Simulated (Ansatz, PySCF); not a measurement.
Process, species as SMILES: ClC1(Cl)C[SiH2]C1 + 6 [H][H] (H2) → 3 C (CH4) + 2 Cl (HCl) + [SiH4] (SiH4)
Structures are relaxed separately at B3LYP-D3(BJ)/def2-TZVP in Ansatz (an electronic-structure program), one conformer each, not searched for the lowest.
Geometry of the first species:
```xyz
12

Cl    -0.1948     0.8677    -1.5574
C     -0.3034     0.0455     0.0547
Cl    -2.0123     0.1581     0.6352
C      0.7338     0.6708     1.0076
Si     1.9209    -0.7079     0.4516
C      0.2282    -1.3947    -0.0800
H      0.4251     0.4996     2.0400
H      0.9158     1.7295     0.8566
H      2.6324    -1.4447     1.5202
H      2.8572    -0.3641    -0.6368
H     -0.1892    -2.0098     0.7187
H      0.0354    -1.8672    -1.0371
```
Charge 0, spin multiplicity 1.

Property: energy of full hydrogenation (0 K, with B3LYP-D3(BJ) harmonic zero-point energies from PySCF), in eV. Correlated levels leave the core frozen unless marked. Spin-orbit coupling is left out. Non-relativistic. CBS marks a two-point X^-3 extrapolation of the correlation energy; Hartree-Fock from the larger set.

CCSD(T)/CBS(cc-pV(T+d)Z,cc-pV(Q+d)Z) (Ansatz) gives -3.62 eV.

Another calculation gave -4.03 eV. Which level was it?
(A) revPBE/def2-TZVPD (Ansatz)
(B) wB97X/def2-TZVPD (Ansatz)
(C) r2SCAN/def2-TZVPD (Ansatz)
(D) B3LYP/def2-TZVPD (Ansatz)

B, wB97X/def2-TZVPD (Ansatz). The others give -4.16 (B3LYP), -3.70 (revPBE), -3.57 (r2SCAN) eV.
